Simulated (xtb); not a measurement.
Cl₄Ta (SMILES [Cl][Ta]([Cl])([Cl])[Cl]), doublet, geometry from GFN2-xTB (such geometries of metal compounds can be far from the true shape) (the multiplicity is a formal guess). Base run: GFN0-xTB in xtb 6.7.1.

Here is a job for xtb.
```
$ xtb mol.xyz --gfn 0 --uhf 1 --json

# file mol.xyz
5

Ta    -0.00000000    -0.00000000    -0.00000000
Cl     1.36619073    -0.65859833    -1.66508424
Cl     0.04287916     0.60583721     2.16883772
Cl    -0.42428951     2.05293560    -0.82350971
Cl    -0.98478038    -2.00017448     0.31975623
```

The base run was repeated with changes; each row names its change, and settings that it needs were set with it.

```tsv
change	ΔE vs base (mEh)
base	0.000
etemp = 5000	-7.173
file = coord	0.000
acc = 0.1	0.000
etemp = 1000	0.000
acc = 0.0001	0.000
```
